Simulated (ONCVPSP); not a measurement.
Zr: excitation energies, all-electron against ONCV

ONCVPSP 4.0.1 input, shortened (lines: element, Z, core and valence counts, functional; n l f; lmax; l rc ep ncon nbas qcut; lloc lpopt rc5 dvloc0; l nproj debl; icmod fcfact rcfact), PBE, scalar-relativistic:

```
  Zr 40.00    6    3        4      upf
    1    0    2.00
    2    0    2.00
    2    1    6.00
    3    0    2.00
    3    1    6.00
    3    2   10.00
    4    0    2.00
    4    1    6.00
    4    2    2.00
    2
    0    1.90    0.00    4    7    6.70
    1    2.20    0.00    3    7    5.90
    2    2.50    0.00    3    8    6.20
    4    3    1.50    6.00
    0    3    1.40
    1    2    3.70
    2    2    0.40
    3    4.50    1.65
```

In the s channel the program set the typed energies aside and used -2.535, 0.250, 1.650 Ha. In the d channel the program set the typed energies aside and used -0.636, 0.250 Ha.

Energies are relative to the spin-unpolarised reference configuration 4s2 4p6 4d2; without spin polarisation the order of configurations can differ from experiment.

```csv
valence configuration,charge,ΔE all-electron (eV),error AE − PS (meV)
4s2 4p6 4d2 5s2,0,-20.078,-3.2
4s2 4p6 4d2 5s1,+1,-12.940,-0.7
4s2 4p6 4d1,+3,22.626,+12
4s2 4p6 4d3,+1,-12.557,+1.5
```

Levels in the configuration 4s2 4p6 4d3:

| level | all-electron (eV) | pseudo (eV) |
| --- | --- | --- |
| 4s | -58.454 | -58.489 |
| 4p | -36.579 | -36.595 |
| 4d | -8.156 | -8.158 |
